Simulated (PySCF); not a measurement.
**Pd⁴³⁺: ionisation energy**

Pd⁴³⁺ [He] 2s1 [2s1/2^1, M_J = 1/2] → Pd⁴⁴⁺ 1s2, as a difference of total energies. Computed with PySCF 2.14 in an even-tempered Gaussian basis (17 s from 22 bohr⁻², ratio 2.4; 12 p from 29 bohr⁻², ratio 2.4; 5 d from 88 bohr⁻², ratio 2.6; 4 f from 130 bohr⁻², ratio 2.6), with the two-component X2C-1e Hamiltonian. Correlated levels: nothing frozen; the 32 highest virtual spinors dropped. "Screened" scales the spin-orbit matrix elements by Boettger's factors to mimic the two-electron term; Breit and QED terms are absent.

```
                    method  ionisation energy (eV)
 GHF (screened spin-orbit)                  6947.9
GMP2 (screened spin-orbit)                  6948.1
```

For this ion Breit and QED terms and the two-electron picture change, all absent here, outweigh the correlation shift from GHF to GMP2.

For comparison: 6943.1 eV (theoretical estimate listed by NIST; NIST Atomic Spectra Database, ionization energies).
